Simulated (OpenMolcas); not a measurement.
Ir3+: ligand-field states by method

Ir3+ with its 6 nearest fluoride ions at 1.972 Å, on the Ga site of K2NaGaF6 (a = 8.246 Å, distance in the model lattice 1.938 Å). The rest of the host is ab initio model potentials to 7.6 Å, with orthogonalisation functions on the cations behind the ligands, and point charges beyond; the distance is set by hand and nothing relaxes. Ligand basis ANO-RCC-VDZP.

```yaml
Program: OpenMolcas 26.06
Basis: ANO-RCC-VDZP [7s6p4d2f]
Scalar_Hamiltonian: DKH2, point nucleus
Active_space: 6 electrons in 5 orbitals (5d)
State_averaging: 2S+1 = 5 even, 5 roots; 2S+1 = 3 even, 45 roots; 2S+1 = 1 even, 50 roots
Spin-orbit_coupling: RASSI with atomic mean-field integrals over the reference wave functions
```

I. CASSCF
II. SS-CASPT2, IPEA 0.25 Eh, imaginary shift 0.1 Eh (closed shells correlated: 5s 5p and the ligand valence shells)

Spin-free states (labels of O, the rotations of Oh) in cm-1, each column counted from its own energy of the first state listed:

| State | Degeneracy | I | II |
| --- | --- | --- | --- |
| 1A1 | 1 | 0 | 0 |
| 3T1 | 3 | 21613 | 23690 |
| 3T2 | 3 | 26892 | 28410 |
| 1T1 | 3 | 27693 | 28620 |
| 5T2 | 3 | 33924 | 40960 |
| 1T2 | 3 | 37796 | 36570 |
| 2S+1 = 3 | 3 | 49715 | 53320 |
| 2S+1 = 3 | 3 | 50311 | 53650 |
| 3E | 2 | 52990 | 55890 |

From I to II, I's first state of the same spin (1T1) moves from 27693 to 28620 cm-1, by about +930 cm-1.

From I to II, I's first state of another spin (3T1) moves from 21613 to 23690 cm-1, by about +2100 cm-1.

I: A least-squares ligand-field fit to the states below 45000 cm-1, each weighted by its degeneracy and with a free common offset, gives 10Dq = 29380 cm-1, B = 748 cm-1 and C = 2819 cm-1 (C/B = 3.77), with an rms deviation of 121 cm-1. The same method and metal basis give the free ion B = 862 cm-1 (fit to its terms below 60000 cm-1, rms deviation 23 cm-1), so the nephelauxetic ratio is β = 748 / 862 = 0.87; it hangs on how both fits weigh the states, and computed free-ion B values tend to be too large, so β mixes covalency with correlation.

χT at 300 K: I 0.03, II 0.02 cm3 K/mol.

The states above are spin-free; spin-orbit coupling is strong here and shifts and splits them by thousands of cm-1.

Roots that are degenerate in the reference are averaged as groups; the widest CASPT2 spread within a group is 630 cm-1 (the 3-fold group of multiplicity 3 near 23700 cm-1 above the lowest state of its run, II). Shifts and gaps below about the spread of the groups concerned are not significant. Over all roots computed the reference weight is 0.71 to 0.73 in II; a low but even weight reflects the number of correlated electrons. The least metal-like active orbital is 77 % on the metal (Löwdin) and no ligand orbital is active, so the numbers are rough. Ligand-to-metal charge-transfer states are missing. With no ligand orbital active B as a rule stays too high, so bands that hang on it stand too high and its fall with covalency is understated. Without dynamic correlation the repulsion within the d shell is too large (B by tens of per cent), so at a given field states of lower spin stand too high (holds for I). With metal d orbitals alone the field can be off either way by tens of per cent (holds for I). With one d shell and no ligand orbital active, 10Dq can be off by a tenth or more (holds for II). No measured value stands beside these numbers; the geometry was set by hand and not optimised.

A state without a sure symmetry label is named by its multiplicity alone.
